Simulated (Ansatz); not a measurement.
C2H6SSi (`[SiH3]CC=S`) at its PBE0-D4/def2-TZVP geometry, where that method's forces vanish. Charge 0, multiplicity 1.

| atom | x (Å) | y (Å) | z (Å) |
| --- | --- | --- | --- |
| Si1 | 0.319 | -1.285 | -0.060 |
| C2 | 0.252 | 0.519 | 0.537 |
| C3 | -0.555 | 1.311 | -0.403 |
| S4 | -2.120 | 1.677 | -0.246 |
| H5 | -1.044 | -1.867 | -0.009 |
| H6 | 1.238 | -2.047 | 0.826 |
| H7 | 0.831 | -1.328 | -1.453 |
| H8 | 1.287 | 0.875 | 0.575 |
| H9 | -0.185 | 0.515 | 1.538 |
| H10 | -0.024 | 1.632 | -1.304 |

Q: For each bond, give half the difference of the two atoms' forces along it (eV/Å; positive pushes the atoms apart) under PBE-D4, r2SCAN-D4, B3LYP-D4, ωB97M-V in def2-TZVPP. (Best estimate.)

A: Ansatz gave: 
```json
{"bond": "Si1–C2", "length (Å)": "1.901", "PBE-D4": "0.04", "r2SCAN-D4": "0.06", "B3LYP-D4": "0.11", "ωB97M-V": "-0.03"}
{"bond": "Si1–H5", "length (Å)": "1.482", "PBE-D4": "0.08", "r2SCAN-D4": "-0.02", "B3LYP-D4": "-0.08", "ωB97M-V": "-0.10"}
{"bond": "Si1–H6", "length (Å)": "1.486", "PBE-D4": "0.06", "r2SCAN-D4": "-0.03", "B3LYP-D4": "-0.09", "ωB97M-V": "-0.12"}
{"bond": "Si1–H7", "length (Å)": "1.486", "PBE-D4": "0.06", "r2SCAN-D4": "-0.03", "B3LYP-D4": "-0.07", "ωB97M-V": "-0.09"}
{"bond": "C2–C3", "length (Å)": "1.471", "PBE-D4": "-0.10", "r2SCAN-D4": "-0.01", "B3LYP-D4": "0.10", "ωB97M-V": "0.31"}
{"bond": "C2–H8", "length (Å)": "1.095", "PBE-D4": "0.10", "r2SCAN-D4": "-0.03", "B3LYP-D4": "-0.08", "ωB97M-V": "-0.10"}
{"bond": "C2–H9", "length (Å)": "1.092", "PBE-D4": "0.11", "r2SCAN-D4": "-0.02", "B3LYP-D4": "-0.07", "ωB97M-V": "-0.08"}
{"bond": "C3–S4", "length (Å)": "1.614", "PBE-D4": "0.47", "r2SCAN-D4": "0.24", "B3LYP-D4": "0.21", "ωB97M-V": "-0.16"}
{"bond": "C3–H10", "length (Å)": "1.094", "PBE-D4": "0.06", "r2SCAN-D4": "-0.05", "B3LYP-D4": "-0.16", "ωB97M-V": "-0.13"}
```

B3LYP here is the variant with VWN-RPA as its local correlation; programs differ in this.
